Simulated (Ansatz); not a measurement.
The molecule Te₂, multiplicity 3 (the spin of the measured ground state). No spin–orbit coupling.

D_e counts from the fitted minimum to each atom's lowest state at the same level, without counterpoise.

Correlated levels freeze the inner cores; with def2 sets outer-core shells near the valence are correlated too.

Run with Ansatz (a first-principles code).  In def2 rows elements past Kr take small-core potentials, without spin–orbit coupling.

PBE/def2-TZVPP gives 78.39 kcal/mol for the bond energy D_e.

Problem. Predict the shift from PBE, with its sign, for: r2SCAN/def2-TZVPP, B3LYP/def2-TZVPP, wB97M-V/def2-TZVPP, B2PLYP/def2-TZVPP, CCSD(T)/def2-QZVPP.

Solution. r2SCAN/def2-TZVPP -6.07; B3LYP/def2-TZVPP -9.59; wB97M-V/def2-TZVPP -17.07; B2PLYP/def2-TZVPP -10.07; CCSD(T)/def2-QZVPP -9.97 kcal/mol. 0 of 5 lie above PBE; the widest gap is to wB97M-V/def2-TZVPP.
